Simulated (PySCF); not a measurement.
# Basis-set dependence of population analyses: CF3CH2CN

CF3CH2CN, C₃H₂F₃N.
Structure used (PBE0-D3(BJ)/def2-SVP), in Å, numbered top down from 1:
```
atom  x, y, z in Å
N1     2.559   -0.206    0.685
C2     1.467    0.130    0.508
C3     0.095    0.562    0.299
C4    -0.747   -0.454   -0.456
F5    -0.812   -1.610    0.196
F6    -1.987    0.015   -0.593
F7    -0.254   -0.687   -1.669
H8    -0.387    0.748    1.270
H9     0.082    1.504   -0.269
```

PBE0 throughout (PySCF), one geometry, spherical d and f functions. Geometry: PBE0-D3(BJ)/def2-SVP; no solvent, vibrations or thermal averaging. Atoms taken as equivalent share a column and are averaged.

Mulliken charges (e):

```tsv
basis	functions	N1	C2	C3	C4	F5/F6/F7	H8/H9
STO-3G	37	-0.181	+0.076	-0.196	+0.358	-0.105	+0.129
pcSseg-0	67	-0.331	+0.078	-0.444	+0.990	-0.316	+0.327
6-31G	67	-0.261	+0.170	-0.457	+0.804	-0.263	+0.267
6-31G*	102	-0.338	+0.268	-0.552	+0.960	-0.287	+0.262
cc-pVDZ	108	-0.114	-0.060	-0.076	+0.482	-0.155	+0.117
def2-SVP	108	-0.001	-0.205	-0.034	+0.514	-0.169	+0.117
pcSseg-1	129	-0.223	+0.065	-0.269	+0.787	-0.253	+0.200
aug-cc-pVDZ	179	-0.298	+0.020	+0.167	+1.511	-0.450	-0.025
6-311+G(2d,p)	201	-0.280	+0.261	-0.319	+0.754	-0.281	+0.213
def2-TZVP	229	+0.014	-0.258	-0.104	+0.441	-0.146	+0.172
cc-pVTZ	238	-0.040	-0.090	-0.217	+0.482	-0.144	+0.148
IGLO-III	265	-0.276	+0.130	-0.194	+0.510	-0.179	+0.183
```

IAO charges (e):

```tsv
basis	functions	N1	C2	C3	C4	F5/F6/F7	H8/H9
STO-3G	37	-0.148	+0.077	-0.348	+0.465	-0.134	+0.178
pcSseg-0	67	-0.196	+0.126	-0.360	+0.758	-0.251	+0.212
6-31G	67	-0.196	+0.125	-0.350	+0.754	-0.253	+0.213
6-31G*	102	-0.210	+0.134	-0.347	+0.830	-0.270	+0.202
cc-pVDZ	108	-0.202	+0.127	-0.350	+0.825	-0.269	+0.203
def2-SVP	108	-0.199	+0.127	-0.345	+0.825	-0.270	+0.201
pcSseg-1	129	-0.209	+0.134	-0.344	+0.827	-0.272	+0.205
aug-cc-pVDZ	179	-0.213	+0.138	-0.350	+0.835	-0.275	+0.209
6-311+G(2d,p)	201	-0.214	+0.139	-0.352	+0.834	-0.275	+0.210
def2-TZVP	229	-0.214	+0.138	-0.354	+0.844	-0.277	+0.209
cc-pVTZ	238	-0.212	+0.137	-0.355	+0.843	-0.276	+0.208
IGLO-III	265	-0.215	+0.139	-0.354	+0.839	-0.277	+0.210
```

Hirshfeld charges (e):

```json
{"basis": "STO-3G", "functions": "37", "N1": "-0.165", "C2": "+0.032", "C3": "0.000", "C4": "+0.265", "F5/F6/F7": "-0.075", "H8/H9": "+0.046"}
{"basis": "pcSseg-0", "functions": "67", "N1": "-0.184", "C2": "+0.066", "C3": "-0.047", "C4": "+0.268", "F5/F6/F7": "-0.085", "H8/H9": "+0.076"}
{"basis": "6-31G", "functions": "67", "N1": "-0.186", "C2": "+0.066", "C3": "-0.040", "C4": "+0.269", "F5/F6/F7": "-0.090", "H8/H9": "+0.080"}
{"basis": "6-31G*", "functions": "102", "N1": "-0.204", "C2": "+0.073", "C3": "-0.039", "C4": "+0.259", "F5/F6/F7": "-0.082", "H8/H9": "+0.079"}
{"basis": "cc-pVDZ", "functions": "108", "N1": "-0.192", "C2": "+0.069", "C3": "-0.059", "C4": "+0.255", "F5/F6/F7": "-0.076", "H8/H9": "+0.078"}
{"basis": "def2-SVP", "functions": "108", "N1": "-0.197", "C2": "+0.076", "C3": "-0.062", "C4": "+0.264", "F5/F6/F7": "-0.080", "H8/H9": "+0.079"}
{"basis": "pcSseg-1", "functions": "129", "N1": "-0.199", "C2": "+0.078", "C3": "-0.062", "C4": "+0.269", "F5/F6/F7": "-0.082", "H8/H9": "+0.080"}
{"basis": "aug-cc-pVDZ", "functions": "179", "N1": "-0.201", "C2": "+0.076", "C3": "-0.068", "C4": "+0.264", "F5/F6/F7": "-0.081", "H8/H9": "+0.086"}
{"basis": "6-311+G(2d,p)", "functions": "201", "N1": "-0.203", "C2": "+0.075", "C3": "-0.061", "C4": "+0.264", "F5/F6/F7": "-0.083", "H8/H9": "+0.086"}
{"basis": "def2-TZVP", "functions": "229", "N1": "-0.203", "C2": "+0.077", "C3": "-0.063", "C4": "+0.262", "F5/F6/F7": "-0.081", "H8/H9": "+0.085"}
{"basis": "cc-pVTZ", "functions": "238", "N1": "-0.202", "C2": "+0.077", "C3": "-0.064", "C4": "+0.261", "F5/F6/F7": "-0.079", "H8/H9": "+0.084"}
{"basis": "IGLO-III", "functions": "265", "N1": "-0.203", "C2": "+0.077", "C3": "-0.067", "C4": "+0.264", "F5/F6/F7": "-0.081", "H8/H9": "+0.086"}
```

ESP-fitted charges (e):

```csv
basis,functions,N1,C2,C3,C4,F5/F6/F7,H8/H9
STO-3G,37,-0.409,+0.470,-0.639,+0.706,-0.172,+0.194
pcSseg-0,67,-0.500,+0.610,-0.876,+1.062,-0.287,+0.283
6-31G,67,-0.474,+0.561,-0.739,+0.898,-0.254,+0.258
6-31G*,102,-0.426,+0.424,-0.502,+0.532,-0.152,+0.214
cc-pVDZ,108,-0.405,+0.396,-0.504,+0.619,-0.178,+0.214
def2-SVP,108,-0.426,+0.440,-0.559,+0.653,-0.186,+0.226
pcSseg-1,129,-0.444,+0.460,-0.578,+0.673,-0.192,+0.233
aug-cc-pVDZ,179,-0.445,+0.457,-0.571,+0.616,-0.177,+0.237
"6-311+G(2d,p)",201,-0.438,+0.438,-0.541,+0.610,-0.179,+0.234
def2-TZVP,229,-0.439,+0.445,-0.561,+0.595,-0.172,+0.237
cc-pVTZ,238,-0.430,+0.430,-0.535,+0.570,-0.165,+0.230
IGLO-III,265,-0.440,+0.444,-0.550,+0.574,-0.167,+0.236
```

Some averages cover members that differ in this geometry, most widely: F5/F6/F7, Mulliken in 6-311+G(2d,p) -0.302 to -0.271 e.

Task: Which scheme is steadiest as the basis changes?

Result: Largest range over the bases for any column: Hirshfeld 0.07 e, IAO 0.38 e, ESP-fitted 0.53 e, Mulliken 1.15 e. Hirshfeld charges move least and Mulliken charges most, counted in e. Without the minimal STO-3G basis the ranges are Hirshfeld 0.03, IAO 0.09, ESP-fitted 0.53, Mulliken 1.07 e.

Task: How much do the charges still move between the two largest bases, cc-pVTZ and IGLO-III?

Result: At most, over all atoms: Mulliken 0.236 e, IAO 0.004 e, Hirshfeld 0.003 e, ESP-fitted 0.015 e.

Task: What do the same runs give for the total energy, the frontier levels and the dipole moment?

Result: 
| basis | energy (Eh) | HOMO (eV) | LUMO (eV) | μ (D) |
| --- | --- | --- | --- | --- |
| STO-3G | -462.8693 | -6.57 | 3.73 | 2.72 |
| pcSseg-0 | -468.2252 | -10.43 | 0.03 | 3.35 |
| 6-31G | -469.1774 | -10.15 | 0.21 | 3.26 |
| 6-31G* | -469.3057 | -9.76 | 0.44 | 3.20 |
| cc-pVDZ | -469.3426 | -9.84 | 0.32 | 3.13 |
| def2-SVP | -468.9599 | -9.97 | 0.21 | 3.18 |
| pcSseg-1 | -469.2762 | -10.09 | -0.01 | 3.28 |
| aug-cc-pVDZ | -469.3769 | -10.04 | -0.47 | 3.31 |
| 6-311+G(2d,p) | -469.4637 | -10.08 | -0.30 | 3.34 |
| def2-TZVP | -469.5126 | -10.03 | -0.04 | 3.31 |
| cc-pVTZ | -469.4891 | -9.98 | 0.04 | 3.28 |
| IGLO-III | -469.5176 | -10.06 | -0.16 | 3.33 |

The dipole is fixed by the density alone, so its range of 0.63 D shows that the density itself changes with the basis, not only its division among atoms.
